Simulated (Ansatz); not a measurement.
Start from `N=C(Cl)Br` and change one atom or group to get `N=C(Cl)CO`.

Ansatz, PBE0-D4/def2-TZVP geometries, multiplicity 1. Each molecule was computed in one conformer, which needn't be the lowest.

Scalar relativity is left out up to krypton. Spin–orbit coupling is left out; it splits and shifts lone-pair levels of the heavy atoms by tenths of an eV.

```tsv
property	`N=C(Cl)Br`
HOMO–LUMO gap (ωB97M-V/def2-TZVPP) / eV	11.90
LUMO energy (PBE0/def2-TZVPP) / eV	-1.05
HOMO–LUMO gap (PBE/def2-TZVPP) / eV	4.99
LUMO energy (ωB97M-V/def2-TZVPP) / eV	1.13
HOMO energy (ωB97M-V/def2-TZVPP) / eV	-10.77
zero-point energy (PBE0-D4/def2-TZVP) / kJ/mol	58.3
```

Give the same properties after the change, and the shifts. (An estimate is asked.)

The calculation gave: 
```csv
property,`N=C(Cl)CO`,shift
HOMO–LUMO gap (ωB97M-V/def2-TZVPP) / eV,12.17,0.27
LUMO energy (PBE0/def2-TZVPP) / eV,-0.73,0.32
HOMO–LUMO gap (PBE/def2-TZVPP) / eV,4.68,-0.31
LUMO energy (ωB97M-V/def2-TZVPP) / eV,1.55,0.42
HOMO energy (ωB97M-V/def2-TZVPP) / eV,-10.62,0.15
zero-point energy (PBE0-D4/def2-TZVP) / kJ/mol,171.4,113.1
```

The zero-point energy changes by 113.1 kJ/mol with +12 modes.
